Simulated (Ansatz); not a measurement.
Ideal-gas functions of BrFGaH, SMILES `[F][GaH][Br]` at 400 K and 1 bar, from an Ansatz frequency run at PBE0-D4/def2-TZVP.

Molar mass 169.63 g/mol, point group Cs (symmetry number 1), electronic degeneracy 1, moments of inertia 34.397, 266.936, 301.333 u Å². Harmonic wavenumbers (cm⁻¹, unscaled): 152, 319, 450, 584, 695, 2069.

Use S(trans) = R[1.5 ln M + 2.5 ln T − 1.1517]; rotational temperatures θ = 24.2544 K / I; S(rot) = R[ln(√π/σ · √(T³/θAθBθC)) + 1.5]; for each mode x = 1.438777 ν̃/T, S = R[x/(eˣ − 1) − ln(1 − e⁻ˣ)] and H = RT x/(eˣ − 1); 1 cm⁻¹ = 0.0119627 kJ/mol; R = 8.31446 J/(mol·K).

Q: By hand: the entropy, in J/(mol·K).

A: Translation 179.0. Rotation: θ = 0.7051, 0.0909, 0.0805 K, giving 113.9. Vibration, mode by mode: 13.44, 7.61, 5.16, 3.52, 2.57, 0.04, in all 32.3. Electronic 0.0. Sum 325.2 J/(mol·K).

Q: By hand: H − E and G − E in kJ/mol, counted from the electronic energy.

A: Zero-point energy ½ × 4269 × 0.0119627 = 25.5; thermal vibration 7.3; translation, rotation and pV give 4 RT = 13.3. H − E = 46.1 kJ/mol, and G − E = 46.1 − 400 × 325.2/1000 = -84.0 kJ/mol.

Vibration gives 10 % of the entropy.
